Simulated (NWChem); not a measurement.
System: CH4Sn, singlet; SMILES [CH3][SnH]

All runs: NWChem. Low-valent species are run as closed-shell singlets; no triplet was tried in these runs. Structure relaxed at the PBE-D3(BJ)/def2-SVP level. def2 effective core potentials on Sn; no spin-orbit coupling.

For level PBE/def2-SVP (core potentials):

| Property | Result |
|---|---|
| highest occupied level (eV) | -5.23 |
| orbital gap (eV) | 1.87 |
| dipole (D) | 0.56 |

Question: How do the values read with level PBE/STO-3G (all-electron, non-relativistic) instead?

Answer: 
- highest occupied level (eV): -1.93
- orbital gap (eV): 1.72
- dipole (D): 0.16
